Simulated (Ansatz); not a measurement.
```yaml
crystal:
  periodic: [false, false, false]
  atoms:
    - {symbol: Si, position_ang: [-0.976381, 0.983637, -0.918358]}
    - {symbol: C, position_ang: [0.023983, -0.235175, 0.016319]}
    - {symbol: C, position_ang: [0.356269, -1.448448, 0.329252]}
    - {symbol: C, position_ang: [1.132104, -0.413561, 1.046172]}
    - {symbol: H, position_ang: [-1.944557, 0.290226, -1.805775]}
    - {symbol: H, position_ang: [-1.710982, 1.852497, 0.037506]}
    - {symbol: H, position_ang: [-0.074170, 1.835967, -1.735593]}
    - {symbol: H, position_ang: [0.195984, -2.504021, 0.184017]}
    - {symbol: H, position_ang: [0.918652, -0.203767, 2.094080]}
    - {symbol: H, position_ang: [2.162199, -0.208553, 0.755380]}
basis:
  gaussian: {orbitals: def2-TZVPP}
magnetization: {spin_polarized: true, initial_magnetization: 3}
hamiltonian: {xc: {name: PBE}}
correlation: {method: rpa, electrons: all}
```

```sh
$ ansatz run in.yaml --threads 2 --pin off --events-out ev --progress --plain --max-ram 4352MiB
```

How does Ansatz answer? (An estimate is asked.)

Computed: The input was rejected before any iteration.
```
Error: a molecule whose nuclei and cores have a total charge of 38 cannot have a net charge of 0 together with 3 unpaired electrons
```
